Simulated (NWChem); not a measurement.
Molecule: CuI; SMILES [Cu][I]

Computed with NWChem. Medium grid unless said otherwise, to which SCAN and Minnesota functionals are sensitive. Coordinates come from a PBE0/def2-SVP optimisation. def2 effective core potentials on I; no spin-orbit coupling. Level r2SCAN/def2-SVP: single points from the atomic guess with DIIS by default; each run changes one setting, and all converged runs end within 0.3 mHa of each other. NWChem's automatic level shift, which a small gap switches on, acted in some of these runs.

Task: Which setting needs the most SCF iterations, or fails (defaults; DIIS on 3 Fock matrices; core-Hamiltonian guess; occupation smearing of 0.005 Ha; DIIS on 20 Fock matrices)?

Result: DIIS on 20 Fock matrices, with 55 against 41 for the defaults.
```json
[
 {"setting": "defaults", "SCF iterations": "41"},
 {"setting": "core-Hamiltonian guess", "SCF iterations": "15"},
 {"setting": "occupation smearing of 0.005 Ha", "SCF iterations": "10"},
 {"setting": "DIIS on 20 Fock matrices", "SCF iterations": "55"},
 {"setting": "DIIS on 3 Fock matrices", "SCF iterations": "34"}
]
```
